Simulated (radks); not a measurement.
The molybdenum anion Mo- inside a hard spherical wall (all orbitals vanish at R), configuration held at [Kr] 4d5 5s2 and not refilled when levels cross. Method: scalar-relativistic Kohn-Sham, PBE, spin-polarised, spherical densities, point nucleus; open shells are filled with parallel spins first (spin-orbit coupling, left out, can overturn this in heavy ions); computed with a radial shooting solver on a logarithmic mesh with Libxc functionals. Eigenvalues in eV for spin up, with the zero of energy where the potential of the charges vanishes at infinity; a dash marks a level that is unbound or too diffuse for the functional's potential to be trusted. A positive occupied level is held by the wall or, in an anion where self-interaction has pushed it up, behind a barrier. The pressure on the wall is -dE/dV.

R (bohr)  E (hartree)  kinetic (hartree)    e(4s)    e(4p)   e(5s)   e(4d)  e(5p, empty)  e(6s, empty)  pressure (GPa)
15        -4048.80577           4174.690  -59.703  -33.960   0.191   0.612         2.503         3.004         0.00505
12        -4048.80285           4174.701  -59.464  -33.718   0.396   0.855         2.916         4.194          0.0294
8         -4048.77265           4174.823  -58.285  -32.534   1.394   1.978         4.626         9.673           0.810
6         -4048.66048           4175.249  -55.916  -30.194   3.627   4.100         7.940        19.955            7.79
5         -4048.45532           4175.974  -53.055  -27.416   6.787   6.640        12.305        32.623            30.9
4         -4047.83009           4178.059  -47.355  -21.976  14.775  11.959        22.783        60.550             160
3.5       -4047.04365           4180.639  -42.410  -17.281  23.624  16.984        33.901        87.966             422
3         -4045.35497           4186.212  -34.652   -9.774  40.738  25.628        54.473        135.44            1300
2.5       -4041.22221           4199.704  -21.068    4.067  77.442  42.386        96.235        225.31            4870
1.5       -3987.63812           4348.638   88.275   123.91  413.81  182.78        446.26        902.13          162000
